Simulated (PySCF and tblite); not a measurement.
Values are calculated unless marked as measured or tabulated.
C5H7NO2, numbered as in [N:1]#[C:2][CH:3]1[O:4][CH2:5][CH2:6][CH2:7][O:8]1.

The ensemble was built from 60 distance-geometry starts (ETKDG and KDG, MMFF94s, GFN2-xTB) and rests on GFN2-xTB geometries. Free energies are B3LYP-D3(BJ)/6-31+G* (IEF-PCM, methanol) single points with GFN2-xTB rigid-rotor and vibrational terms (modes under about 100 cm⁻¹ blended into free rotors). Symmetry numbers and mirror images are counted. Conformers within 2.5 kcal/mol (GFN2-xTB free energy) were kept, 4 at most. GIAO shieldings: wB97X/pcSseg-1 (IEF-PCM, methanol). Shifts are against TMS (¹H), TMS (¹³C) at the same level; of two unlike H on one atom, a is the less shielded. (PySCF 2.14, tblite 0.8.)

The 6-ring runs over atoms 3–4–5–6–7–8.

```
conformer                                       shape  symmetry  E(GFN2) kcal/mol  E(DFT) kcal/mol
        1                     6-ring chair (C2 axial)        Cs              0.00             0.00
        2  6-ring chair (all substituents equatorial)        Cs              2.08             1.22
```

Task: How much do the weights at 298.15 K and the averaged shift of H6a depend on how the conformers are weighted?

Result: 
| weighting | 1 (%) | 2 (%) | δ (ppm) | rms dipole (D) |
| --- | --- | --- | --- | --- |
| DFT energy with thermal terms, symmetry and mirror images (full scheme) | 85 | 15 | 2.11 | 4.87 |
| DFT energy with symmetry and mirror images | 89 | 11 | 2.14 | 4.73 |
| bare DFT energy | 89 | 11 | 2.14 | 4.73 |
| GFN2-xTB energy with symmetry and mirror images | 97 | 3 | 2.22 | 4.36 |
| GFN2-xTB free energy | 96 | 4 | 2.21 | 4.40 |
| leading conformer alone | 100 | 0 | 2.25 | 4.22 |
| equal weights | 50 | 50 | 1.77 | 6.18 |

The largest departure from the full scheme, 0.34 ppm, comes with: equal weights.
